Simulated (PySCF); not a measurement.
Simulated Si 2p region for SiHCl3, `[H][Si](Cl)(Cl)Cl`, binding energy against the vacuum level.

Every computed line was given a Gaussian of 0.8 eV full width at half maximum and an area set by the number of equivalent atoms (split 2:1 within a doublet); the highest printed point is 100. Method used: delta-SCF UKS SCAN, pcX-2 on the ionised atom, pcseg-1 elsewhere, spin-free X2C in PySCF.

binding energy (eV), intensity and a bar:
```
    108.6          0 
    108.7          1 
    108.8          2 
    108.9          3 #
    109.0          7 ##
    109.1         13 ####
    109.2         22 #######
    109.3         35 ##########
    109.4         50 ###############
    109.5         67 ####################
    109.6         83 #########################
    109.7         94 ############################
    109.8        100 ##############################
    109.9        100 ##############################
    110.0         95 #############################
    110.1         88 ##########################
    110.2         79 ########################
    110.3         71 #####################
    110.4         62 ###################
    110.5         53 ################
    110.6         43 #############
    110.7         33 ##########
    110.8         24 #######
    110.9         16 #####
    111.0         10 ###
    111.1          5 ##
    111.2          3 #
    111.3          1 
    111.4          1 
    111.5          0
```

Problem. Count the maxima, the lines and the sites behind this envelope.

Solution. The curve has 1 maximum (at 109.8 eV). Under it lie 2 lines from 1 inequivalent silicon site, drawn as a 2p3/2, 2p1/2 pair. At this width some lines have no maximum of their own.

Problem. Decompose the envelope and assign each component. Bonds: Si1–Cl3, Si1–Cl4, Si1–Cl5. Hydrogens: H2 on Si1.

Solution. 
```tsv
position (eV)	relative area	line	atoms	environment
109.77	0.67	Si 2p3/2	Si1	silicon bonded to 3 Cl and H
110.40	0.33	Si 2p1/2	Si1	silicon bonded to 3 Cl and H
```

Shake-up satellites, vibrational structure and lifetime widths aren't simulated. 2p3/2 and 2p1/2 are the ΔSCF energy of one spin-free 2p hole plus the eigenvalues of a spin–orbit and ligand-field matrix of the shell. 2p1/2 minus 2p3/2 (ligand field included): Si 0.63 eV. Geometry: PBE0-D3(BJ)/def2-SVP; no solvent, vibrations or thermal averaging.
